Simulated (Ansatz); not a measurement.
Ansatz (a program for electronic structure) input file for B(Br)(NH2)2 (BBrH4N2), SMILES B(N)(N)Br, PBE-D3(BJ)/def2-SVP. 

Ansatz 0.2 input:
```yaml
crystal:
  periodic: [false, false, false]
  atoms:
    - {symbol: B, position_ang: [0.00000000, -0.00000000, -0.96355072]}
    - {symbol: Br, position_ang: [0.00000000, -0.00000000, 0.99341056]}
    - {symbol: N, position_ang: [0.00000000, 1.24764228, -1.60941661]}
    - {symbol: H, position_ang: [0.00000000, 2.11590620, -1.09583029]}
    - {symbol: H, position_ang: [0.00000000, 1.35462100, -2.61406136]}
    - {symbol: N, position_ang: [0.00000000, -1.24764227, -1.60941662]}
    - {symbol: H, position_ang: [0.00000000, -1.35462099, -2.61406136]}
    - {symbol: H, position_ang: [0.00000000, -2.11590619, -1.09583030]}
basis:
  gaussian:
    orbitals: def2-SVP
hamiltonian:
  xc: pbe
  dispersion: d3bj
relax: {f_tol: 0.002, max_steps: 200}
```

Program output:

```
WARN ansatz: RAYON_NUM_THREADS=1 ignored (pool sized by the plan → 1); use --threads N
Functional definition: PBE
integrals: 0.04 GiB planned
1075 factors; their error is unknown
mean field: 0.23 GiB planned
mean field evaluation 1: about -73732.1118 eV, gradient 8.0e1 eV
mean field evaluation 2: about -73706.6153 eV, gradient 1.3e2 eV
mean field evaluation 4: about -73744.8486 eV, gradient 4.6e0 eV
mean field evaluation 8: about -73744.8920 eV, gradient 1.0e-1 eV
mean field evaluation 16: about -73744.8095 eV, gradient 5.8e-5 eV
mean field -73744.80953923 eV, -2710.0717645394 hartree, gradient 5.1e-5 eV, S^2 0.000000; 0 other end points of the search recorded, 0 dependent functions left out
the calculation of the forces begins
reference -73744.80957206 eV, -2710.0717657461 hartree; 29, 29 occupied and 65, 65 virtual orbitals, 1075 factors
relax step   1: F+E_penalty+E_count = -73744.96431639 eV  Δ(F+E_penalty+E_count) = +0.000e0 eV  max|allowed force component| = 3.910e-1 eV/Å  Δτ_max = 0.0000 Å  (28 SCF iters, accepted)
these checks for a lower state are left out or cut short: starts, cluster_reference, orbital_swaps, neighbouring_geometries, increment
integrals: 0.04 GiB planned
1075 factors; their error is unknown
mean field: 0.23 GiB planned
mean field -73744.82084778 eV, -2710.0721801210 hartree, gradient 1.9e-5 eV, S^2 0.000000; 0 other end points of the search recorded, 0 dependent functions left out
the calculation of the forces begins
reference -73744.82088076 eV, -2710.0721813329 hartree; 29, 29 occupied and 65, 65 virtual orbitals, 1075 factors
relax step   2: F+E_penalty+E_count = -73744.97497404 eV  Δ(F+E_penalty+E_count) = -1.066e-2 eV  max|allowed force component| = 8.955e-2 eV/Å  Δτ_max = 0.0115 Å  (30 SCF iters, accepted)
these checks for a lower state are left out or cut short: starts, cluster_reference, orbital_swaps, neighbouring_geometries, increment
integrals: 0.04 GiB planned
1075 factors; their error is unknown
mean field: 0.23 GiB planned
mean field evaluation 32: about -73744.8218 eV, gradient 1.9e-5 eV
mean field -73744.82178513 eV, -2710.0722145681 hartree, gradient 1.9e-5 eV, S^2 0.000000; 0 other end points of the search recorded, 0 dependent functions left out
the calculation of the forces begins
reference -73744.82181815 eV, -2710.0722157816 hartree; 29, 29 occupied and 65, 65 virtual orbitals, 1075 factors
relax step   3: F+E_penalty+E_count = -73744.97568987 eV  Δ(F+E_penalty+E_count) = -7.158e-4 eV  max|allowed force component| = 6.251e-3 eV/Å  Δτ_max = 0.0046 Å  (31 SCF iters, accepted)
these checks for a lower state are left out or cut short: starts, cluster_reference, orbital_swaps, neighbouring_geometries, increment
integrals: 0.04 GiB planned
1075 factors; their error is unknown
mean field: 0.23 GiB planned
mean field -73744.82179442 eV, -2710.0722149094 hartree, gradient 8.3e-6 eV, S^2 0.000000; 0 other end points of the search recorded, 0 dependent functions left out
the calculation of the forces begins
reference -73744.82182744 eV, -2710.0722161230 hartree; 29, 29 occupied and 65, 65 virtual orbitals, 1075 factors
relax step   4: F+E_penalty+E_count = -73744.97569416 eV  Δ(F+E_penalty+E_count) = -4.291e-6 eV  max|allowed force component| = 4.512e-3 eV/Å  Δτ_max = 0.0007 Å  (22 SCF iters, accepted)
these checks for a lower state are left out or cut short: starts, cluster_reference, orbital_swaps, neighbouring_geometries, increment
integrals: 0.04 GiB planned
1075 factors; their error is unknown
mean field: 0.23 GiB planned
mean field -73744.82179872 eV, -2710.0722150674 hartree, gradient 6.2e-6 eV, S^2 0.000000; 0 other end points of the search recorded, 0 dependent functions left out
the calculation of the forces begins
reference -73744.82183174 eV, -2710.0722162810 hartree; 29, 29 occupied and 65, 65 virtual orbitals, 1075 factors
relax step   5: F+E_penalty+E_count = -73744.97569685 eV  Δ(F+E_penalty+E_count) = -2.691e-6 eV  max|allowed force component| = 6.155e-3 eV/Å  Δτ_max = 0.0012 Å  (22 SCF iters, accepted)
these checks for a lower state are left out or cut short: starts, cluster_reference, orbital_swaps, neighbouring_geometries, increment
integrals: 0.04 GiB planned
1075 factors; their error is unknown
mean field: 0.23 GiB planned
mean field -73744.82180025 eV, -2710.0722151236 hartree, gradient 2.2e-5 eV, S^2 0.000000; 0 other end points of the search recorded, 0 dependent functions left out
the calculation of the forces begins
reference -73744.82183327 eV, -2710.0722163372 hartree; 29, 29 occupied and 65, 65 virtual orbitals, 1075 factors
relax step   6: F+E_penalty+E_count = -73744.97569771 eV  Δ(F+E_penalty+E_count) = -8.581e-7 eV  max|allowed force component| = 2.173e-4 eV/Å  Δτ_max = 0.0001 Å  (18 SCF iters, accepted)
integrals: 0.04 GiB planned
1075 factors; their error is unknown
mean field: 0.23 GiB planned
mean field evaluation 64: about -73744.8217 eV, gradient 1.9e-1 eV
mean field -73744.82180025 eV, -2710.0722151236 hartree, gradient 2.7e-5 eV, S^2 0.000000; 1 other end points of the search recorded, 0 dependent functions left out
the calculation of the forces begins
reference -73744.82183327 eV, -2710.0722163372 hartree; 29, 29 occupied and 65, 65 virtual orbitals, 1075 factors
Total energy: -73744.97573073 eV, -2710.0778719646 hartree
Atom 0 at    -0.000000     0.000000    -0.961488 Å, force     0.000000     0.000000     0.000217 eV/Å
Atom 1 at    -0.000000    -0.000000     1.007073 Å, force    -0.000000    -0.000000    -0.000100 eV/Å
Atom 2 at     0.000000     1.255690    -1.611028 Å, force    -0.000000     0.000091    -0.000051 eV/Å
Atom 3 at     0.000000     2.130451    -1.092258 Å, force    -0.000000    -0.000045     0.000021 eV/Å
Atom 4 at    -0.000000     1.366987    -2.623885 Å, force     0.000000    -0.000001    -0.000028 eV/Å
Atom 5 at    -0.000000    -1.255690    -1.611028 Å, force    -0.000000    -0.000091    -0.000051 eV/Å
Atom 6 at     0.000000    -1.366987    -2.623885 Å, force    -0.000000     0.000001    -0.000028 eV/Å
Atom 7 at     0.000000    -2.130451    -1.092258 Å, force     0.000000     0.000045     0.000021 eV/Å
Dipole moment:     0.000000    -0.000000    -0.656174 e Å
```

The run converged.
